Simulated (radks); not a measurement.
Q: The table gives one normalised radial function P(r) = r R(r) of H- in [He] (r in bohr). All-electron calculation, scalar-relativistic Kohn-Sham, LDA (Slater exchange, Perdew-Wang correlation), spin-unpolarised, spherical densities, point nucleus; Watson sphere of charge +1 and radius 1.73 bohr. Program: a radial shooting solver on a logarithmic mesh with Libxc functionals.

r,P
0.06862,0.1083
0.07989,0.1247
0.09375,0.1443
0.1091,0.1655
0.1281,0.1906
0.1491,0.2173
0.1736,0.2470
0.2037,0.2814
0.2371,0.3171
0.2783,0.3576
0.324,0.3984
0.3802,0.4432
0.4426,0.4865
0.5152,0.5294
0.6046,0.5725
0.7039,0.6097
0.826,0.6426
0.9616,0.6657
1.128,0.6786
1.314,0.6775
1.529,0.6601
1.795,0.6203
2.089,0.5601
2.452,0.4779
2.854,0.3892
3.35,0.2937
3.9,0.2095
4.54,0.1381
5.327,0.0808
6.202,0.0437

Which n and l does it have? It may be an empty orbital.

A: n = 1, l = 0: the number of nodes gives n - l - 1 = 0, the rise at small r (about r^(l+1)) gives l, and the extent must fit the shell. The curve is that of 1s. 1s: eigenvalue -7.465 eV, 0 radial nodes, <r> = 1.73 bohr, 90 % of the charge inside 3.04 bohr.
